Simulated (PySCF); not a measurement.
# V(OH)3: what the settings change

V(OH)3 holds V(III), d2, at total charge 0. The structure is a PBE0-D3(BJ)/def2-TZVP geometry optimised for multiplicity 3; coordination trigonal planar, point group C1, metal–donor distances 1.78–1.80 Å.

```
7

V     0.000    0.000    0.000
O    -0.940    1.506    0.117
H    -1.854    1.756   -0.018
O     1.781   -0.101    0.118
H     2.427    0.230    0.741
O    -0.864   -1.576    0.119
H    -1.173   -1.966    0.940
```

Method (PySCF 2.14, density fitting): CASSCF(2,5) with orbitals averaged over all microstates of the shell, strongly contracted NEVPT2 on the averaged canonical orbitals; basis x2c-TZVPall on the metal, x2c-SVPall elsewhere; spin-free X2C; gas phase; spin-orbit coupling by state interaction with the mean-field operator over all roots.

Base run: NEVPT2 ground state a 2S+1 = 3 state (77 % 3F), next a 2S+1 = 3 state (83 % 3F) at 3308, then a 2S+1 = 3 state (76 % 3F) at 3505 cm⁻¹, B(CASSCF) 872, ζ 172 cm⁻¹, D 9.74 cm⁻¹, g 1.789 1.882 1.997, μeff(300 K) 2.80 μB.

Problem. What happens with the basis x2c-TZVPall on all atoms?

Solution. NEVPT2 ground state a 2S+1 = 3 state (76 % 3F), next a 2S+1 = 3 state (83 % 3F) at 3191, then a 2S+1 = 3 state (76 % 3F) at 3356 cm⁻¹, B(CASSCF) 872, ζ 172 cm⁻¹, D 10.16 cm⁻¹, g 1.781 1.879 1.996, μeff(300 K) 2.79 μB. It took 6.4 s against 4.3 s on a shared host of the same kind.

Problem. What happens with orbitals averaged over the highest spin alone?

Solution. NEVPT2 ground state a 2S+1 = 3 state (77 % 3F), next a 2S+1 = 3 state (83 % 3F) at 3182, then a 2S+1 = 3 state (76 % 3F) at 3446 cm⁻¹, B(CASSCF) 884, ζ 175 cm⁻¹, D 10.26 cm⁻¹, g 1.776 1.875 1.997, μeff(300 K) 2.79 μB.

NEVPT2 lifts a 2S+1 = 3 state (76 % 3F) from 2810 to 3505 cm⁻¹; on the d shell alone such lifts tend to overshoot. NEVPT2 on the d shell alone tends to put d–d bands too high for such charged or covalently bound ions.
